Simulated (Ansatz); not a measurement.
Basis-set extrapolation for CH$_{7}$Al$_{2}$FSi (PBE0-D4/def2-TZVP geometry, frozen core, the Gaussian-basis code of Ansatz). Multiplicity 1, RHF reference.

|  | def2-TZVPP | def2-QZVPP |
| --- | --- | --- |
| HF | -914.302235 | -914.333046 |
| MP2 correlation | -0.721150 | -0.778130 |
| CCSD(T) correlation | -0.800162 | not run |

Energies in hartree. Use E(X) = E(∞) + A·exp(−7.88·√X) for Hartree–Fock and E(X) = E(∞) + B·X^(−2.97) for correlation, with X = 3 and 4, and add CCSD(T) minus MP2 of the smaller set to the MP2 limit.

Question: What is the CCSD(T) energy at the basis-set limit?

Answer: HF limit: -914.333046 + (-0.030811) × 0.13774 = -914.33729. MP2 limit: -0.778130 + (-0.056980) × 0.74074 = -0.82034. Higher-order term: -0.800162 − (-0.721150) = -0.07901. Total: -915.23664 hartree, 84.2 kcal/mol below CCSD(T)/def2-TZVPP.
